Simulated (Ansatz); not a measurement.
```xyz
14

C     0.9139    0.0000    0.0000
C     0.2320    1.1185    0.0000
C    -1.0425    1.1133    0.0000
C    -1.6911    0.0000    0.0000
C    -1.0425   -1.1133    0.0000
C     0.2320   -1.1185    0.0000
C     2.2094    0.0000    0.0000
H     0.7324    1.9911    0.0000
H    -1.5444    1.9846    0.0000
H    -2.6961    0.0000    0.0000
H    -1.5444   -1.9846    0.0000
H     0.7324   -1.9911    0.0000
H     2.7261   -0.8615    0.0000
H     2.7261    0.8615    0.0000
```

UHF-MP2 on doublet C₇H₇ was run in several spherical basis sets with Ansatz (development build ahead of 0.2.0). Frozen core: 7 orbitals. Caution for UHF-MP2: the unrestricted determinant is spin contaminated.

Rank the basis sets by the total energy that they give, lowest first, with the distance from the lowest.
A. 6-31G(d)
B. def2-SVP
C. cc-pVDZ

C (0.00 eV), A (1.27 eV), B (5.70 eV).

Totals follow the description of the cores as much as that of the bonds, so this order isn't one of quality for chemistry.
